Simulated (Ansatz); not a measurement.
Reactions of CH$_{3}$FGeS, SMILES `C[S][Ge][F]`.

Computed with Ansatz on PBE0-D4/def2-TZVP structures; ΔE is electronic, products minus reactants. CCSD(T)/CBS is the MP2 limit (def2-TZVPP, def2-QZVPP) plus CCSD(T) − MP2 in def2-TZVPP, frozen cores. This one scheme is used for every species. DFT in def2-TZVPP. B3LYP here is the variant with VWN-RPA as its local correlation; programs differ in this. For Br, Ge outer-core shells are correlated without core-valence functions, which leaves a few kJ/mol of doubt a bond. Scalar relativity is left out up to krypton. Each species was taken in one conformer, which may not be the lowest.

| reaction | ωB97M-V (eV) | ωB97X-V (eV) | B2PLYP (eV) | B3LYP-D4 (eV) | CCSD(T)/CBS(def2) (eV) |
| --- | --- | --- | --- | --- | --- |
| `C[S][Ge][F]` + `CNC` → `C[N](C)[Ge][F]` + CH₃SH | 0.13 | 0.11 | 0.12 | 0.16 | 0.08 |
| `C[S][Ge][F]` + H₂O → `[OH][Ge][F]` + CH₃SH | -0.07 | -0.11 | -0.07 | 0.02 | 0.01 |
| `C[S][Ge][F]` + HBr → `[F][Ge][Br]` + CH₃SH | -0.37 | -0.37 | -0.36 | -0.34 | -0.32 |
| `C[S][Ge][F]` + `NCSS` → `CNCSS` + `[F][Ge][SH]` | 0.14 | 0.13 | 0.16 | 0.15 | 0.15 |
| `C[S][Ge][F]` + `[SiH3]N[SiH3]` → `[F][Ge][N]([SiH3])[SiH3]` + CH₃SH | 0.13 | 0.12 | 0.18 | 0.20 | 0.10 |
| `C[S][Ge][F]` + CH₃SH → `C[S][Ge][S]C` + H–F | 0.18 | 0.22 | 0.18 | 0.13 | -0.01 |
| `C[S][Ge][F]` + `CNN` → `CN(C)N` + `[F][Ge][SH]` | -0.01 | -0.02 | 0.00 | 0.02 | -0.01 |

Largest T1 diagnostic: 0.015, for `[OH][Ge][F]`.
